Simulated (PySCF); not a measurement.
Species: C5H9BNP.
SMILES: `[PH3+][BH2-]c1ccccn1`

Torsions of this conformer, `[PH3+:1][BH2-:2][c:3]1[cH:4][cH:5][cH:6][cH:7][n:8]1`: P1–B2–C3–C4 180°.

The closed-shell ground state was solved at several levels (PySCF, density fitting, gas phase, non-relativistic). One conformer (not necessarily the lowest) at the PBE0-D3(BJ)/def2-SVP geometry, without solvent, vibrations or thermal averaging.

```
        level  basis functions  total energy (Eh)  HOMO (eV)  LUMO (eV)  gap (eV)  dipole (D)
  HF/pcSseg-1              188          -614.3567      -8.77       3.26     12.03        2.39
PBE0/pcSseg-1              188          -616.3752      -6.94      -0.50      6.44        2.22
```

**Question.** Estimate the row for CAM-B3LYP/def2-SVPD, a basis of 236 functions; the other rows only guide the guess.

**Answer.** Total energy -616.4426 Eh, HOMO -8.14 eV, LUMO 0.51 eV, gap 8.65 eV, dipole 2.14 D.

**Question.** Over all these levels, which gives the widest orbital gap and which the narrowest?

**Answer.** HF/pcSseg-1 (Hartree–Fock, all exact exchange) has the widest, 12.03 eV, and PBE0/pcSseg-1 (global hybrid, 25 % exact exchange) the narrowest, 6.44 eV. The two share the basis. From the narrowest to the widest the HOMO moves by -1.83 eV and the LUMO by +3.76 eV. The HOMO need not be the same orbital at Hartree–Fock and at DFT levels.

**Question.** How far do the dipole and the HOMO energy spread over the levels?

**Answer.** The dipole runs from 2.14 to 2.39 D (mean 2.25 D) and the HOMO from -8.77 to -6.94 eV.
